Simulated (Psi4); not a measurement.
C₄H₅ (SMILES [CH-]=C1CC1), charge -1, singlet, at a GFN2-xTB geometry (a gas-phase anion, which may not be bound at this level), atoms displaced at random by about 0.05 Å a coordinate; PBE0/STO-3G in Psi4.

Input for Psi4:
```
memory 2 GB

molecule {
-1 1
  C    -0.03503318   -0.08569613    0.48475938
  C     0.06445426   -0.79755768   -0.74952453
  C     0.01039924    0.73515874   -0.87126934
  C    -0.05583005   -0.12062644    1.86923476
  H    -0.90363002   -1.30489853   -1.18065304
  H     0.96259621   -1.24295147   -1.21702345
  H     0.95396166    1.26021622   -1.18118377
  H    -0.94758284    1.29057299   -1.17964212
  H     0.03580096    0.89291426    2.13315219
}

set basis sto-3g
set hess_update powell

optimize('pbe0')
print_variables()
```

The log (banner, timings and long lists left out):

```
gradient() will perform analytic gradient computation.

   => Loading Basis Set <=

    Name: STO-3G
    Role: ORBITAL
    Keyword: BASIS

         ---------------------------------------------------------
                                   SCF
               by Justin Turney, Rob Parrish, Andy Simmonett
                          and Daniel G. A. Smith
                              RKS Reference
         ---------------------------------------------------------

  ==> Geometry <==

    Molecular point group: c1
    Full point group: C1

    Geometry (in Angstrom), charge = -1, multiplicity = 1:

       Center              X                  Y                   Z               Mass
    ------------   -----------------  -----------------  -----------------  -----------------
         C           -0.033332938541    -0.041921000590     0.368759925230    12.000000000000
         C            0.066154501459    -0.753782550590    -0.865523984770    12.000000000000
         C            0.012099481459     0.778933869410    -0.987268794770    12.000000000000
         C           -0.054129808541    -0.076851310590     1.753235305230    12.000000000000
         H           -0.901929778541    -1.261123400590    -1.296652494770     1.007825032230
         H            0.964296451459    -1.199176340590    -1.333022904770     1.007825032230
         H            0.955661901459     1.303991349410    -1.297183224770     1.007825032230
         H           -0.945882598541     1.334348119410    -1.295641574770     1.007825032230
         H            0.037501201459     0.936689389410     2.017152735230     1.007825032230

  Running in c1 symmetry.

  Rotational constants: A =      0.66886  B =      0.22814  C =      0.18344 [cm^-1]
  Rotational constants: A =  20051.87309  B =   6839.31581  C =   5499.46282 [MHz]
  Nuclear repulsion =   99.636088570265116

  Charge       = -1
  Multiplicity = 1
  Electrons    = 30
  Nalpha       = 15
  Nbeta        = 15

  ==> Algorithm <==

  SCF Algorithm Type is DF.
  DIIS enabled.
  MOM disabled.
  Fractional occupation disabled.
  Guess Type is SAD.
  Energy threshold   = 1.00e-08
  Density threshold  = 1.00e-08
  Integral threshold = 1.00e-12

  ==> Primary Basis <==

  Basis Set: STO-3G
    Blend: STO-3G
    Number of shells: 17
    Number of basis functions: 25
    Number of Cartesian functions: 25
    Spherical Harmonics?: true
    Max angular momentum: 1

  ==> DFT Potential <==

   => LibXC <=

    Version 7.1.2
[...]
  @DF-RKS Final Energy:  -153.08107216386063
    Total Energy =                       -153.0810721638606253
  @DF-RKS Final Energy:  -153.08160754665136
    Total Energy =                       -153.0816075466513553
  @DF-RKS Final Energy:  -153.08170764615110
    Total Energy =                       -153.0817076461511022
  @DF-RKS Final Energy:  -153.08170629901451
    Total Energy =                       -153.0817062990145132
  @DF-RKS Final Energy:  -153.08173406282106
    Total Energy =                       -153.0817340628210559
  @DF-RKS Final Energy:  -153.08173624144948
    Total Energy =                       -153.0817362414494767
  @DF-RKS Final Energy:  -153.08173662436690
    Total Energy =                       -153.0817366243668971
[...]
	-------------------------------------------------------------------------------

	                                 ==> Convergence Check <==

	Measures of convergence in internal coordinates in au.

	Criteria marked as inactive (o), active & met (*), and active & unmet ( ).

	----------------------------------------------------------------------------------------------
	   Step    Total Energy     Delta E     Max Force     RMS Force      Max Disp      RMS Disp
	----------------------------------------------------------------------------------------------
	  Convergence Criteria     1.00e-06 *    3.00e-04 *             o    1.20e-03 *             o
	----------------------------------------------------------------------------------------------
	     9    -153.08173662   -3.83e-07 *    8.81e-05 *    2.68e-05 o    2.91e-03      1.04e-03 o  ~
	----------------------------------------------------------------------------------------------

Next Geometry in Ang
	Fragment 1 (Ang)

	    C  -0.0015953804   0.0030891385   0.3823966890
	    C   0.0114598545  -0.7546525003  -0.9140892147
	    C  -0.0001164202   0.7845726734  -0.9221006002
	    C  -0.0108630493  -0.1171750714   1.7112086517
	    H  -0.8873479535  -1.2613242053  -1.2927161945
	    H   0.9222427577  -1.2471827886  -1.2825664224
	    H   0.9040680241   1.2872206329  -1.2908969158
	    H  -0.9076207701   1.2737277916  -1.3007749248
	    H  -0.0218919153   0.9497620725   2.1043281349

    Final optimized geometry and variables:
    Molecular point group: c1
    Full point group: C1

    Geometry (in Angstrom), charge = -1, multiplicity = 1:

    C           -0.000963311128     0.003039233196     0.382338324221
    C            0.011456187537    -0.754621831026    -0.914148805775
    C            0.000077452054     0.784570776844    -0.922153279753
    C           -0.011334542110    -0.117159093407     1.711161419632
    H           -0.887300942470    -1.261340319799    -1.292516852071
    H            0.922168521932    -1.247296805661    -1.282661756585
    H            0.904050588916     1.287287660697    -1.291349447917
    H           -0.907630353405     1.273772315754    -1.300087644923
    H           -0.022188453991     0.949785806672     2.104207246452

  Variable Map:
  ----------------------------------------------------------------------------
[...]
  Array Variable Map:
  ----------------------------------------------------------------------------
[...]
Optimizer: Optimization complete!
```
